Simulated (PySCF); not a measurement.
CH₂I, SMILES [CH2]I, multiplicity 2.

The structure is a stationary point at B3LYP-D3(BJ)/def2-TZVP. The isomer is the one that the SMILES or the coordinates give; other isomers of the formula were not compared. The def2 effective core potentials stand for the cores of I; spin–orbit coupling is left out.

Two levels are set side by side: PBE/def2-TZVPD (PySCF) and CAM-B3LYP/def2-TZVPD (PySCF). Same geometry, gas phase. Differences are taken from unrounded values.

```
quantity                     CAM-B3LYP
---------------------------  ---------
α-spin orbital gap (eV)           7.51
β-spin orbital gap (eV)           7.81
dipole moment (D)                 0.74
mean polarisability (bohr³)       48.1
```

Task: What does PBE give, and how far is it from CAM-B3LYP? (An estimate is asked for; the answer gives what the named calculation found.)

Result: 
| quantity | PBE | PBE minus CAM-B3LYP |
|---|---|---|
| α-spin orbital gap (eV) | 3.23 | -4.29 |
| β-spin orbital gap (eV) | 3.27 | -4.54 |
| dipole moment (D) | 0.56 | -0.18 |
| mean polarisability (bohr³) | 50.4 | 2.3 |

PBE's more diffuse valence density responds more strongly to a field. Differences between two approximate levels are no errors against the true value.

Rough cost on one machine, each run with all the roots and properties that it gave: CAM-B3LYP against PBE within a factor of 2.
